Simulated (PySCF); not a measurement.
A run for PySCF: D3(BJ) and D4 dispersion corrections on AsBF2H2 (SMILES FB(F)[AsH2]), a point of a torsion scan.

```python
from pyscf import gto
from pyscf.dispersion import dftd3, dftd4

mol = gto.M(
    atom='''
    F    -1.53221720   -1.06890821    0.45399573
    B    -0.84751780   -0.03295631    0.01448492
    F    -1.58931242    0.83998840   -0.63875377
    As    1.15646054    0.18794600    0.27371542
    H     1.12638052   -0.58656171    1.56076267
    H     1.40856413   -1.10544330   -0.44959758
    ''',
    basis='def2-svp',
    charge=0, spin=0, verbose=0, max_memory=1800)
d3, d4 = {}, {}
for xc in ['hf', 'pbe', 'blyp', 'revpbe', 'tpss', 'r2scan', 'b3lyp', 'pbe0', 'bhlyp', 'camb3lyp', 'b2plyp']:
    d3[xc] = float(dftd3.DFTD3Dispersion(mol, xc=xc, version='d3bj', atm=False).get_dispersion()['energy'])
    print(f'D3(BJ) {xc:10s} {d3[xc]:14.8f} Eh')
for xc in ['hf', 'pbe', 'blyp', 'revpbe', 'tpss', 'r2scan', 'b3lyp', 'pbe0', 'bhlyp', 'camb3lyp', 'b2plyp']:
    d4[xc] = float(dftd4.DFTD4Dispersion(mol, xc={'camb3lyp': 'cam-b3lyp'}.get(xc, xc), atm=True).get_dispersion()['energy'])
    print(f'D4     {xc:10s} {d4[xc]:14.8f} Eh')
```

Output:

```
D3(BJ) hf            -0.03164916 Eh
D3(BJ) pbe           -0.00352643 Eh
D3(BJ) blyp          -0.00795632 Eh
D3(BJ) revpbe        -0.00888546 Eh
D3(BJ) tpss          -0.00452541 Eh
D3(BJ) r2scan        -0.00091660 Eh
D3(BJ) b3lyp         -0.00655370 Eh
D3(BJ) pbe0          -0.00310150 Eh
D3(BJ) bhlyp         -0.00540937 Eh
D3(BJ) camb3lyp      -0.00291166 Eh
D3(BJ) b2plyp        -0.00317116 Eh
D4     hf            -0.01406340 Eh
D4     pbe           -0.00382536 Eh
D4     blyp          -0.00859367 Eh
D4     revpbe        -0.01186386 Eh
D4     tpss          -0.00517875 Eh
D4     r2scan        -0.00085858 Eh
D4     b3lyp         -0.00626280 Eh
D4     pbe0          -0.00319189 Eh
D4     bhlyp         -0.00486075 Eh
D4     camb3lyp      -0.00323472 Eh
D4     b2plyp        -0.00264245 Eh
```

The run finished.

Cost: about 0.020 core-seconds (a rough figure).
